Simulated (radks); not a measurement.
Fractional charge and spin in the 4d shell of silver: the spin-up occupation runs from 4 to 5 and the spin-down occupation from 4 to 5; the fullest corner is Ag, [Kr] 5s(up 0.5, down 0.5) 4d(up 5, down 5). Method: scalar-relativistic Kohn-Sham, r2SCAN, spin-polarised, spherical densities, finite nucleus; meta-GGA in the generalised Kohn-Sham scheme; Fermi nuclear charge, rms radius of each element as measured or else 0.836 A^(1/3) + 0.57 fm; computed with a radial shooting solver on a logarithmic mesh with Libxc functionals. Energy (eV) above the fullest corner. The planes named below are the two flat planes that join the four corners, with an edge along up + down = one added electron.

\begin{tabular}{lrrrrr}
down \ up & 4 & 4.25 & 4.5 & 4.75 & 5 \\ \hline
4 & 39.810 & 31.901 & 24.849 & 18.630 & 13.220 \\
4.25 & 31.901 & 24.911 & 18.752 & 13.399 & 8.828 \\
4.5 & 24.849 & 18.752 & 13.459 & 8.946 & 5.182 \\
4.75 & 18.630 & 13.399 & 8.946 & 5.240 & 2.251 \\
5 & 13.220 & 8.828 & 5.182 & 2.251 & 0.000 \\
\end{tabular}

Corners above the fullest one (they belong to Ag+ and the next ion): (up 5, down 4) 13.220 eV, (up 4, down 5) 13.220 eV, (up 4, down 4) 39.810 eV. With half an added electron in each spin the energy lies 0.239 eV from the planes, and with half an added electron in spin up alone -1.666 eV. The planes are only a guide here: the flat-plane condition holds for ground states with one frontier orbital, while this shell lies below other occupied shells, so the corners above the fullest one are inner-hole states and not the ground states of those ions.
